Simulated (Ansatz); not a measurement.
ethenoxysilane (C2H6OSi), SMILES O(C=C)[SiH3]. Atoms are numbered in the order given.

```xyz
10

C     -0.1164    -2.3921     0.0000
C      0.3446    -1.1399     0.0000
O     -0.4731    -0.0541     0.0000
Si     0.0017     1.5567     0.0000
H     -1.1895    -2.5960     0.0000
H      0.5835    -3.2284     0.0000
H      1.4241    -0.9296     0.0000
H      0.8150     1.8602    -1.2135
H     -1.2522     2.3479     0.0000
H      0.8150     1.8602     1.2135
```

Geometry: B3LYP-D3(BJ)/def2-SVP. The values are those of a single conformer.

Two levels are set side by side: PBE-D3(BJ)/def2-SVP (Ansatz, a program for electronic structure) and B3LYP-D3(BJ)/def2-SVP (Ansatz). Each level has its own optimised geometry; the coordinates shown are those of the second. Differences are taken from unrounded values.

```tsv
quantity	B3LYP-D3(BJ)
mean bond length (Å)	1.347
bond C1–C2 (Å)	1.334
bond C2–O3 (Å)	1.359
bond O3–Si4 (Å)	1.679
bond C1–H5 (Å)	1.092
bond C1–H6 (Å)	1.091
bond C2–H7 (Å)	1.100
bond Si4–H8 (Å)	1.492
bond Si4–H9 (Å)	1.483
bond Si4–H10 (Å)	1.492
```

What does PBE-D3(BJ) give, and how far is it from B3LYP-D3(BJ)? (An estimate is asked for; the answer gives what the named calculation found.)


```tsv
quantity	PBE-D3(BJ)	PBE-D3(BJ) minus B3LYP-D3(BJ)
mean bond length (Å)	1.357	0.010
bond C1–C2 (Å)	1.344	0.009
bond C2–O3 (Å)	1.365	0.005
bond O3–Si4 (Å)	1.695	0.015
bond C1–H5 (Å)	1.100	0.008
bond C1–H6 (Å)	1.098	0.007
bond C2–H7 (Å)	1.109	0.009
bond Si4–H8 (Å)	1.505	0.013
bond Si4–H9 (Å)	1.495	0.013
bond Si4–H10 (Å)	1.505	0.013
```

Exact exchange shortens and stiffens bonds; PBE has none. Differences between two approximate levels are no errors against the true value.
